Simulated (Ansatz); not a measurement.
## AlHNZn: where a starting geometry ends

The starting geometry of this gas-phase doublet was optimised with GFN2-xTB.

```xyz
4

Al    0.9025   -0.3086    1.3203
N    -0.1274    0.2932    0.0752
Zn   -1.1283   -1.5873    0.4111
H    -0.2420    1.1013   -0.5282
```

Question: Predict what it relaxes into with PBE0-D3(BJ)/def2-SVP.

Answer: A bond breaks, giving a structure given below by its coordinates. Distances that change by over a tenth: N2–Zn3 (2.16 → 1.89 Å). Contacts that open: Al1–Zn3 (2.57 → 3.31 Å).

The energy falls by 0.48 eV over 10 steps:

```csv
step,E − E(last) (eV)
1,0.477
2,0.314
3,0.229
4,0.106
5,0.062
6,0.023
7,0.003
8,0.000
9,0.000
10,0.000
```

Final geometry (Å):

| atom | x (Å) | y (Å) | z (Å) |
| --- | --- | --- | --- |
| Al | 1.2565 | 0.0457 | 1.3963 |
| N | -0.1189 | 0.0099 | 0.2600 |
| Zn | -1.4177 | -1.3373 | 0.0106 |
| H | -0.3150 | 0.7802 | -0.3887 |

No frequencies were run, so the end isn't proven a minimum. Open shells are spin-unrestricted. Run with Ansatz 0.2.0, 79 s on 1 thread of Intel(R) Xeon(R) Platinum 8259CL CPU @ 2.50GHz (Skylake/Cascade Lake), on a shared host.
